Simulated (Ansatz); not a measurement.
`[NH2][GaH][SiH3]` + `BS` → `B[S][GaH][SiH3]` + NH₃ at 500 K and 1 bar (ligand exchange at a Ga–N bond).

Calculated with Ansatz (gas phase, PBE0-D4/def2-TZVP geometries, no zero-point term in ΔE). CCSD(T)/CBS adds triple-zeta CCSD(T) − MP2 to the extrapolated MP2 energy (def2 sets, frozen cores). This one scheme is used for every species. For Ga outer-core shells are correlated without core-valence functions, which leaves a few kJ/mol of doubt a bond. Scalar relativity is left out up to krypton. One conformer a species, not always the lowest.

```csv
species,CCSD(T)/CBS energy (Eh),H − E (kJ/mol),S (J/(mol·K))
`[NH2][GaH][SiH3]`,-2271.34304,193.2,399.9
`BS`,-424.38198,102.0,273.9
`B[S][GaH][SiH3]`,-2639.22992,194.5,447.0
NH₃,-56.50880,108.2,211.8
```

H − E and S are ideal-gas, rigid-rotor, harmonic terms from PBE0-D4/def2-TZVP, for one conformer and one mirror image of each species. 1 Eh = 2625.50 kJ/mol, R = 8.31446 J/(mol·K).

Question: By hand: ΔE, ΔH, ΔS and ΔG.

Answer: ΔE = (-2639.22992) + (-56.50880) − (-2271.34304) − (-424.38198) = -0.01370 Eh = -36.0 kJ/mol. Δ(H − E) = 194.5 + 108.2 − 193.2 − 102.0 = 7.5, so ΔH = -28.5 kJ/mol. ΔS = 447.0 + 211.8 − 399.9 − 273.9 = -15.0 J/(mol·K). ΔG = -28.5 − 500 × (-15.0)/1000 = -21.0 kJ/mol.

Question: By hand: the equilibrium constant, and the temperature at which ΔG would vanish if ΔH and ΔS stayed fixed.

Answer: log₁₀ K = −ΔG/(RT ln 10) = 2.2. ΔG = 0 at ΔH/ΔS = 1900 K, though so small a ΔS makes that figure unsure.

ΔH outweighs TΔS. A doubt of 5 kJ/mol in ΔE shifts log₁₀ K by 0.5 here. Other conformers and mirror images would add mixing entropy, several J/(mol·K) or more a flexible species. Modes under 60 cm⁻¹, often nearly free rotors, make the harmonic entropy too high. These are equilibria of isolated gas molecules and say nothing of rates. Largest T1 diagnostic: 0.015 (customary marks: 0.02 for closed shells, 0.045 for open ones).
